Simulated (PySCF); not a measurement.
# Correlation energy of Xe (xenon, neutral)

[Xe], closed-shell 1S. Calculation: PySCF 2.14, in x2c-SVPall (6s5p3d, 36 functions); scalar relativity by spin-free X2C-1e. Frozen: [Kr] 4d10; 8 electrons correlated.

MP2 pair energies summed by pair of shells (mhartree):

```tsv
pair	energy	share (%)
5p-5p	-76.62	84.4
5s-5p	-11.08	12.2
5s-5s	-3.06	3.4
```

Total MP2 correlation energy: -90.76 mhartree.

Same-spin part -25.58 and opposite-spin part -65.18 mhartree; SCS-MP2 scales them by 1/3 and 6/5 to -86.74 mhartree.

```tsv
level	correlation energy (mhartree)
CCSD	-99.61
(T)	-0.88
CCSD(T)	-100.49
```

Diagnostics: T1 = 0.0051, D1 = 0.0076, largest double amplitude 0.051.

Task: Is a single reference adequate?

Result: Yes, within this model without spin-orbit coupling: T1 lies below 0.03 and no double amplitude reaches 0.07.
